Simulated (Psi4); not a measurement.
Psi4 input (wB97X-D/6-31G*):

```
memory 1500 MB

molecule {
0 2
N     1.37484500   -0.35074800    0.28948200
Si   -0.01613700    0.43703000   -0.36254900
N    -1.37373800   -0.44073900    0.21724900
H     2.24387100    0.15246100    0.38273800
H     1.53291300   -1.33283800    0.12230600
H     0.12765300    1.85147500    0.12077300
H    -2.26368000   -0.43373300   -0.25025500
H    -1.42258300   -0.81538600    1.15300300
symmetry c1
no_reorient
no_com
}

set {
  basis 6-31G*
  reference uks
  scf_type pk
  dft_radial_points 99
  dft_spherical_points 590
  e_convergence 1e-8
  d_convergence 1e-7
  maxiter 150
}

e = energy('wb97x-d')
print_out(f'\nFINAL {e:.10f} DIPOLE {variable("CURRENT DIPOLE")[0]:.6f} {variable("CURRENT DIPOLE")[1]:.6f} {variable("CURRENT DIPOLE")[2]:.6f}\n')
```

Output:

```
   => Loading Basis Set <=

    Name: 6-31G*
    Role: ORBITAL
    Keyword: BASIS
    atoms 1, 3 entry N          line   128 file 6-31gs.gbs
    atoms 2    entry SI         line   268 file 6-31gs.gbs
    atoms 4-8  entry H          line    44 file 6-31gs.gbs

   => WB97X-D: Empirical Dispersion <=

    Chai and Head-Gordon Dispersion Correction
    Chai, J.-D.; Head-Gordon, M. (2010), J. Chem. Phys., 132: 6615-6620

        s6 =       1.000000

         ---------------------------------------------------------
                                   SCF
               by Justin Turney, Rob Parrish, Andy Simmonett
                          and Daniel G. A. Smith
                              UKS Reference
         ---------------------------------------------------------

  ==> Geometry <==

    Molecular point group: c1
    Full point group: C1

    Geometry (in Angstrom), charge = 0, multiplicity = 2:

       Center              X                  Y                   Z               Mass
    ------------   -----------------  -----------------  -----------------  -----------------
         N            1.374845000000    -0.350748000000     0.289482000000    14.003074004430
         SI          -0.016137000000     0.437030000000    -0.362549000000    27.976926534650
         N           -1.373738000000    -0.440739000000     0.217249000000    14.003074004430
         H            2.243871000000     0.152461000000     0.382738000000     1.007825032230
         H            1.532913000000    -1.332838000000     0.122306000000     1.007825032230
         H            0.127653000000     1.851475000000     0.120773000000     1.007825032230
         H           -2.263680000000    -0.433733000000    -0.250255000000     1.007825032230
         H           -1.422583000000    -0.815386000000     1.153003000000     1.007825032230

  Running in c1 symmetry.

  Rotational constants: A =      0.73654  B =      0.24070  C =      0.19109 [cm^-1]
  Rotational constants: A =  22080.92724  B =   7216.12825  C =   5728.59431 [MHz]
  Nuclear repulsion =  110.753539507606121

  Charge       = 0
  Multiplicity = 2
  Electrons    = 33
  Nalpha       = 17
  Nbeta        = 16

  ==> Algorithm <==

  SCF Algorithm Type is PK.
  DIIS enabled.
  MOM disabled.
  Fractional occupation disabled.
  Guess Type is SAD.
  Energy threshold   = 1.00e-08
  Density threshold  = 1.00e-07
  Integral threshold = 1.00e-12

  ==> Primary Basis <==

  Basis Set: 6-31G*
    Blend: 6-31G*
    Number of shells: 30
    Number of basis functions: 59
    Number of Cartesian functions: 59
    Spherical Harmonics?: false
    Max angular momentum: 2

  ==> DFT Potential <==

   => LibXC <=

    Version 7.1.2
    S. Lehtola, C. Steigemann, M. J. T. Oliveira, and M. A. L. Marques,  SoftwareX 7, 1–5 (2018) (10.1016/j.softx.2017.11.002)

   => Composite Functional: WB97X-D <=

    wB97X-D Hyb-GGA Exchange-Correlation Functional

    J.-D. Chai and M. Head-Gordon,  Phys. Chem. Chem. Phys. 10, 6615–6620 (2008) (10.1039/B810189B)

    Deriv               =              1
    GGA                 =           TRUE
    Meta                =          FALSE

    Exchange Hybrid     =           TRUE
    MP2 Hybrid          =          FALSE

   => Exchange-Correlation Functionals <=

    1.0000   wB97X-D range-separated functional

   => Exact (HF) Exchange <=

    0.7780            HF,LR [omega = 0.2000]
    0.2220               HF

   => LibXC Density Thresholds  <==

    XC_HYB_GGA_XC_WB97X_D:  1.00E-14

   => Molecular Quadrature <=

    Radial Scheme          =       TREUTLER
    Pruning Scheme         =           NONE
    Nuclear Scheme         =       TREUTLER

    Blocking Scheme        =         OCTREE
    BS radius alpha        =              1
    Pruning alpha          =              1
    Radial Points          =             99
    Spherical Points       =            590
    Total Points           =         445674
    Total Blocks           =           3173
    Max Points             =            256
    Max Functions          =             58
    Weights Tolerance      =       1.00E-15

  ==> Integral Setup <==

  Using in-core PK algorithm.
   Calculation information:
      Number of atoms:                   8
      Number of AO shells:              30
      Number of primitives:             77
      Number of atomic orbitals:        59
      Number of basis functions:        59

      Integral cutoff                 1.00e-12
      Number of threads:                 1

  Performing in-core PK
  Using 4702005 doubles for integral storage.
  We computed 105119 shell quartets total.
  Whereas there are 108345 unique shell quartets.

  Computing range-separated integrals for PK
  We computed 105119 wK shell quartets total.
  Whereas there are 108345 wK unique shell quartets.

  ==> DiskJK: Disk-Based J/K Matrices <==

    J tasked:                  Yes
    K tasked:                  Yes
    wK tasked:                 Yes
    Omega:               2.000E-01
    Schwarz Cutoff:          1E-12


  Cached 100.0% of DFT collocation blocks in 0.655 [GiB].

  Minimum eigenvalue in the overlap matrix is 9.1896784181E-03.
  Reciprocal condition number of the overlap matrix is 1.5119278355E-03.
    Using symmetric orthogonalization.

  ==> Pre-Iterations <==

  SCF Guess: Superposition of Atomic Densities via on-the-fly atomic UHF (no occupation information).

   -------------------------
    Irrep   Nso     Nmo
   -------------------------
     A         59      59
   -------------------------
    Total      59      59
   -------------------------

  ==> Iterations <==

                        Total Energy        Delta E     RMS |[F,P]|

   @UKS iter SAD:  -401.26819050696594   -4.01268e+02   0.00000e+00
   @UKS iter   1:  -401.64981130784599   -3.81621e-01   1.37657e-02 ADIIS/DIIS
   @UKS iter   2:  -401.64703698037027    2.77433e-03   1.37990e-02 ADIIS/DIIS
   @UKS iter   3:  -401.93359586759198   -2.86559e-01   6.68294e-04 ADIIS/DIIS
   @UKS iter   4:  -401.93453111669885   -9.35249e-04   2.45180e-04 ADIIS/DIIS
   @UKS iter   5:  -401.93465301333413   -1.21897e-04   1.06779e-04 ADIIS/DIIS
   @UKS iter   6:  -401.93467396438388   -2.09510e-05   3.14566e-05 DIIS
   @UKS iter   7:  -401.93467760715527   -3.64277e-06   7.14182e-06 DIIS
   @UKS iter   8:  -401.93467816558621   -5.58431e-07   2.20946e-06 DIIS
   @UKS iter   9:  -401.93467821482398   -4.92378e-08   6.49644e-07 DIIS
   @UKS iter  10:  -401.93467821906279   -4.23881e-09   1.70095e-07 DIIS
   @UKS iter  11:  -401.93467821936190   -2.99110e-10   4.26294e-08 DIIS
  Energy and wave function converged.

  ==> Post-Iterations <==

   Electrons on quadrature grid:
      Nalpha   =   16.9999993235 ; deviation = -6.765e-07
      Nbeta    =   15.9999996807 ; deviation = -3.193e-07
      Ntotal   =   32.9999990041 ; deviation = -9.959e-07

   @Spin Contamination Metric:   2.111516511E-03
   @S^2 Expected:                7.500000000E-01
   @S^2 Observed:                7.521115165E-01
   @S   Expected:                5.000000000E-01
   @S   Observed:                5.000000000E-01

    Orbital Energies [Eh]
    ---------------------

    Alpha Occupied:

       1A    -66.277461     2A    -14.430156     3A    -14.422456
       4A     -5.388320     5A     -3.735153     6A     -3.732578
       7A     -3.731616     8A     -0.949041     9A     -0.925246
      10A     -0.613974    11A     -0.577222    12A     -0.568134
      13A     -0.486200    14A     -0.442993    15A     -0.375046
      16A     -0.332303    17A     -0.238232

    Alpha Virtual:

      18A      0.122270    19A      0.144632    20A      0.209643
      21A      0.226098    22A      0.235651    23A      0.241677
      24A      0.261225    25A      0.306145    26A      0.351566
      27A      0.443272    28A      0.455153    29A      0.579804
      30A      0.676541    31A      0.743170    32A      0.785503
      33A      0.797987    34A      0.864256    35A      0.886574
      36A      0.944897    37A      0.998441    38A      1.001963
      39A      1.013820    40A      1.032852    41A      1.107427
      42A      1.136282    43A      1.153161    44A      1.210797
      45A      1.238453    46A      1.268325    47A      1.778602
      48A      1.803958    49A      1.910005    50A      1.956044
      51A      2.235666    52A      2.270468    53A      2.374149
      54A      2.475728    55A      2.521288    56A      2.534022
      57A      3.076049    58A      3.793046    59A      3.796683

    Beta Occupied:

       1A    -66.274817     2A    -14.427580     3A    -14.420920
       4A     -5.385372     5A     -3.730842     6A     -3.729945
       7A     -3.727680     8A     -0.942717     9A     -0.920265
      10A     -0.600706    11A     -0.574245    12A     -0.563231
      13A     -0.480711    14A     -0.428620    15A     -0.350355
      16A     -0.323508

    Beta Virtual:

      17A      0.007785    18A      0.131667    19A      0.150300
      20A      0.217609    21A      0.231979    22A      0.238614
      23A      0.244677    24A      0.270595    25A      0.307997
      26A      0.364617    27A      0.450130    28A      0.469915
      29A      0.596709    30A      0.699452    31A      0.765157
      32A      0.795228    33A      0.807421    34A      0.873845
      35A      0.901833    36A      0.952751    37A      1.001258
      38A      1.004061    39A      1.017254    40A      1.036227
      41A      1.115667    42A      1.144880    43A      1.160344
      44A      1.214915    45A      1.246536    46A      1.275190
      47A      1.781735    48A      1.812013    49A      1.918127
      50A      1.961416    51A      2.242724    52A      2.274291
      53A      2.379017    54A      2.479611    55A      2.524282
      56A      2.537422    57A      3.093088    58A      3.798179
      59A      3.801102

    Final Occupation by Irrep:
              A
    DOCC [    16 ]
    SOCC [     1 ]
    NA   [    17 ]
    NB   [    16 ]

  @UKS Final Energy:  -401.93467821936190

   => Energetics <=

    Nuclear Repulsion Energy =            110.7535395076061207
    One-Electron Energy =                -773.5406118518419589
    Two-Electron Energy =                 286.8171313948745933
    DFT Exchange-Correlation Energy =     -25.9630989899190361
    Empirical Dispersion Energy =          -0.0016382800816044
    VV10 Nonlocal Energy =                  0.0000000000000000
    Total Energy =                       -401.9346782193618992

  UHF NO Occupations:
  HONO-2 :   15  A 1.9997790
  HONO-1 :   16  A 1.9993216
  HONO-0 :   17  A 1.0000000
  LUNO+0 :   18  A 0.0006784
  LUNO+1 :   19  A 0.0002210
  LUNO+2 :   20  A 0.0000790
  LUNO+3 :   21  A 0.0000354

Computation Completed

Properties will be evaluated at   0.000000,   0.000000,   0.000000 [a0]

Properties computed using the SCF density matrix

 Multipole Moments:

 ------------------------------------------------------------------------------------
     Multipole            Electronic (a.u.)      Nuclear  (a.u.)        Total (a.u.)
 ------------------------------------------------------------------------------------

 L = 1.  Multiply by 2.5417464519 to convert [e a0] to [Debye]
 Dipole X            :          0.0870378            0.0000094            0.0870473
 Dipole Y            :         -0.4303468           -0.0000189           -0.4303657
 Dipole Z            :          0.1881372           -0.0000076            0.1881296
 Magnitude           :                                                    0.4776868

 ------------------------------------------------------------------------------------

FINAL -401.9346782194 DIPOLE 0.087047 -0.430366 0.188130

*** Psi4 exiting successfully. Buy a developer a beer!
```

The geometry given is a B3LYP-D3(BJ)/def2-TZVP minimum.
